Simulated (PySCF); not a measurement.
Theoretical values (PySCF): shieldings: GIAO PBE0/pcSseg-1, geometry from GFN2-xTB. Equivalent nuclei averaged, relativity neglected, in vacuum, a single conformation.

References, each an isolated molecule treated in the same way: TMS for 1H (σ = 31.72 ppm) and 13C (σ = 186.93 ppm). Shifts are as computed. Against solution values, carbons near 30 ppm lie about +3 ppm off and those near 130 ppm about +5 ppm. Of 1211 compounds with measured shifts, 218 miss one by over three times the rms of a fit or turn the order of signals round; such compounds aren't used in these exercises.

**Question.** Order these molecules by the shift of their most deshielded carbon, lowest δ first.
A. N#C[C@@H]1C[C@@H]2CCCC[C@@H]21
B. Cc1cc(F)oc(=O)c1
C. O=C1C=CC(=O)C1F
D. O=C(F)c1ccco1

**Answer.** A (125.8 ppm, nitrile carbon), D (155.8 ppm, aromatic CH next to the ring oxygen), B (173.1 ppm, unsaturated ring carbon), C (201.3 ppm, ketone carbonyl carbon).

**Question.** Order these molecules by the shift of their most deshielded carbon-bound hydrogen, lowest δ first.
A. N#C[C@@H]1C[C@@H]2CCCC[C@@H]21
B. Cc1cc(F)oc(=O)c1
C. O=C1C=CC(=O)C1F
D. O=C(F)c1ccco1

**Answer.** A (2.85 ppm, hydrogen on an sp3 CH α to a nitrile), B (6.04 ppm, hydrogen on a unsaturated ring CH), C (7.31 ppm, hydrogen on a β carbon of a C=C–C=O unit), D (7.90 ppm, hydrogen on an aromatic CH next to the ring oxygen).

**Question.** How many 13C and 1H signals does each give (equivalence by symmetry and fast rotation, but not about amide C–N or C=N bonds)? `Cc1cc(F)oc(=O)c1`, `O=C(F)c1ccco1`, `N#C[C@@H]1C[C@@H]2CCCC[C@@H]21`, `O=C1C=CC(=O)C1F`

**Answer.** Cc1cc(F)oc(=O)c1: 6 C, 3 H; O=C(F)c1ccco1: 5 C, 3 H; N#C[C@@H]1C[C@@H]2CCCC[C@@H]21: 9 C, 13 H; O=C1C=CC(=O)C1F: 3 C, 2 H.
